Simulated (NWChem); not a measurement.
# CH3BrGeO, singlet; SMILES C[O][Ge][Br]

```xyz
7

Ge     0.8738    -0.7210     0.0001
Br    -0.1345     1.4625    -0.0001
O     -0.5624    -1.7957    -0.0008
C     -1.9562    -1.5448     0.0004
H     -2.1888    -0.4576    -0.0176
H     -2.4170    -2.0276    -0.8882
H     -2.4109    -1.9952     0.9089
```
Atoms are numbered in this order, from 1.

All runs: NWChem. Pople sets run with spherical d functions. Low-valent species are run as closed-shell singlets; no triplet was tried in these runs. Geometry: optimised at PBE-D3(BJ)/def2-SVP.

Task: Taking PBE/def2-TZVPD as the yardstick, which of these has the fewest basis functions while keeping “dipole (D)” within 0.2 D of it: PBE/6-31G*; PBE/6-311G**; PBE/STO-3G; PBE/3-21G?

Result: PBE/6-311G**.
```
level           basis functions  dipole (D)
--------------  ---------------  ----------
PBE/STO-3G                   49        1.90
PBE/3-21G                    68        1.76
PBE/6-31G*                   98        1.60
PBE/6-311G**                142        1.48
PBE/def2-TZVPD              215        1.35
```

The yardstick is one finite set, not the basis-set limit.
